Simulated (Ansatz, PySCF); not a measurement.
Process, species as SMILES: [SiH3][PH] → [SiH3][PH-] (an electron is taken up)
Each molecule is optimised on its own at B3LYP-D3(BJ)/def2-TZVP (Ansatz, a first-principles code).
Geometry of the first species:
SMILES: [PH][SiH3]
```xyz
6

Si    -1.0291     0.0960     0.1960
P      1.1626    -0.1750    -0.2869
H     -1.8251    -0.8330    -0.6382
H     -1.4580     1.4879    -0.0877
H     -1.2885    -0.1975     1.6273
H      1.5394     0.8235     0.6571
```
Charge 0, spin multiplicity 2.

Quantity: adiabatic electron affinity (electronic energy difference), positive where the reaction releases energy, in eV. Valence correlation only, unless marked. Open shells are spin-unrestricted. Spin-orbit coupling is left out. Non-relativistic. Anions need diffuse functions: aug- sets have them; def2-D sets add few; the other sets have none. Basis-set limits of correlation are two-point, X^-3; Hartree-Fock from the larger set. The bracket is a focal-point correction in the basis named.

```
level                     program  adiabatic electron affinity (eV)
------------------  -------------  --------------------------------
BP86-D4/def2-TZVPD  PySCF + dftd4                              1.95
PBE0/STO-3G                Ansatz                             -3.98
```

Problem. What does RI-MP2/CBS(aug-cc-pV(T+d)Z,aug-cc-pV(Q+d)Z)+[CCSD(T)-MP2]/aug-cc-pV(T+d)Z (Ansatz) give?

Solution. 1.91 eV, so PBE0/STO-3G differs from it by -5.89 eV.
